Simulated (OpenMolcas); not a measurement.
Co2+ (d7) among equal point charges was computed by CASSCF with the d shell active (OpenMolcas, ANO-RCC-VTZP on the metal). Its lowest spin-free states, and all those of the highest spin:

```tsv
2S+1	Degeneracy	E (cm-1)
4	3	0.0
4	3	3489
4	1	7764
2	2	18125
2	3	20070
2	3	20178
4	3	21242
2	1	21673
2	3	25809
2	3	26817
2	3	27169
2	2	28151
```

Question: Is the site octahedral, tetrahedral or cube-like, axial, or of lower symmetry?

Answer: The states with 2S+1 = 4 have orbital degeneracies 3, 3, 1, 3. Threefold states need a cubic site. For d7 at this spin an octahedron puts the threefold T1 below the threefold T2 and a tetrahedron or cube puts the single A2 below the threefold T2, so the site is octahedral. The run had Co2+ among 6 point charges of -1.5 e arranged as an octahedron (Oh), 1.97 Å from the ion. The active orbitals were held to one l.

An orbital triplet at a regular site is open to Jahn-Teller coupling, which can distort the site and quench the lowest spin-orbit gaps and is left out. Without dynamic correlation the repulsion within the d shell is too large (B by tens of per cent), so at a given field states of lower spin stand too high. This is an electrostatic model: the charges have no orbitals. No measured value stands beside these numbers.
